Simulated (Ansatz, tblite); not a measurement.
Spin states of Sr₅O₆ (the lowest singlet isomer of a short search), each relaxed with PBE-D4/def2-SVP in Ansatz. Electronic energies in the gas phase.

In the def2 sets Sr takes a core potential; there is no spin–orbit coupling. The xTB rows come from tblite. LC-ωPBE has ω = 0.4 bohr⁻¹. The structure holds one bond between oxygen atoms, so isomers without such links may lie far lower. HOMO above LUMO, or a gap near zero within one spin, warns that the state may not be the lowest or that an electron is smeared out. The structure comes from a short search, and lower isomers may exist.

Singlet geometry:

```xyz
11

Sr   -1.142   -0.746    1.206
Sr   -0.996    0.931   -1.889
Sr    0.338    2.491    0.876
Sr   -0.916   -3.236   -1.227
Sr    2.062   -0.044   -0.534
O     0.994    0.254    1.621
O    -0.013   -1.138   -1.175
O    -1.923   -2.835    0.581
O     2.226    1.109    1.566
O     0.993    1.850   -1.268
O    -1.624    1.365    0.245
```

Triplet geometry:

```
atom    x (Å)    y (Å)    z (Å)
 Sr1   0.5062   0.3416   1.7473
 Sr2  -0.7462  -2.1577  -0.3850
 Sr3  -2.5966   0.7426  -0.1463
 Sr4   3.2420  -1.5417   0.3542
 Sr5   0.3780   0.7510  -1.9790
  O6  -0.4225   1.9178   0.0949
  O7   1.2150  -0.7858  -0.4035
  O8   2.5692  -0.5654   2.2462
  O9  -1.0773   2.5297  -1.0157
 O10  -1.5363  -0.4906  -1.7830
 O11  -1.5315  -0.7417   1.2699
```

Quintet geometry:

Cartesian coordinates in Å:
```
Sr -1.782 -0.700 -0.193
Sr 0.223 2.224 -0.072
Sr 0.394 0.308 2.821
Sr -0.529 0.541 -3.630
Sr 2.029 -0.803 -0.321
O 0.041 -1.814 1.070
O 0.184 0.237 -1.454
O -2.334 -0.088 -2.378
O 1.195 -1.898 1.787
O 1.792 0.999 1.084
O -1.212 0.994 1.285
```

⟨S²⟩: triplet 2.01 at PBE0-D4/def2-TZVP (pure 2.00), quintet 6.01 at PBE0-D4/def2-TZVP (pure 6.00).

Only these spin states were relaxed.

```csv
level,triplet − singlet (kcal/mol),quintet − singlet (kcal/mol),lowest of these,remarks
GFN1-xTB,37.8,102.2,singlet,–
PBE-D4/def2-TZVP,34.2,91.6,singlet,"gap within one spin near zero (quintet), gap within one spin near zero (triplet)"
revPBE-D4/def2-TZVP,33.1,88.2,singlet,"gap within one spin near zero (quintet), gap within one spin near zero (triplet)"
r2SCAN-D4/def2-TZVP,35.4,90.8,singlet,"gap within one spin near zero (quintet), gap within one spin near zero (triplet)"
PBE0-D4/def2-TZVP,41.0,91.2,singlet,–
LC-ωPBE/def2-TZVP,44.0,98.4,singlet,–
```

Change of the quintet − singlet gap on mixing in exact exchange, in kcal/mol: PBE to PBE0 (25 % exact exchange) -0.5.

The xTB methods have no spin-polarisation term.
